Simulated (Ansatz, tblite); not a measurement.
Cost and result up the ladder for the cluster B₆Sb₆ (12 atoms). Charge 0, multiplicity 1. Geometry: r2SCAN-D4/def2-SVP.

```xyz
12

B     0.517   -0.203    0.071
B     0.317    1.467    0.450
B    -0.120   -1.049   -1.211
B     0.683    0.092    1.734
B    -0.543    0.724   -0.942
B    -0.336   -1.087    1.487
Sb   -1.211    1.442    2.142
Sb    2.520    1.096    0.830
Sb    0.189    0.345   -3.029
Sb    2.257   -0.914   -1.475
Sb   -2.694    0.402   -0.137
Sb   -1.579   -2.315    0.078
```

Ansatz on 4 threads of Arm Neoverse V2 on a shared host; xTB runs through tblite on one thread. Times are rough, summed over both states, and most runs start from the orbitals of an earlier one. PBE0-D4/def2-SVP serves as the yardstick here, not as an exact answer. The other state is a triplet.

In the def2 sets Sb takes a core potential; there is no spin–orbit coupling. The xTB rows come from tblite. The structure comes from a short search, and lower isomers may exist.

xTB has no spin-polarisation term.

```
                         level  functions  wall time  vertical triplet (eV)  difference from PBE0-D4/def2-SVP (eV)
                      GFN1-xTB         78    0.043 s                   1.41                                  -0.29
                      GFN2-xTB         78    0.073 s                   1.25                                  -0.45
               PBE-D4/def2-SVP        240       24 s                   1.60                                  -0.09
PBE0-D4/def2-SVP (with forces)        240       62 s                   1.69                                   0.00
            r2SCAN-D4/def2-SVP        240       62 s                   1.58                                  -0.11
```
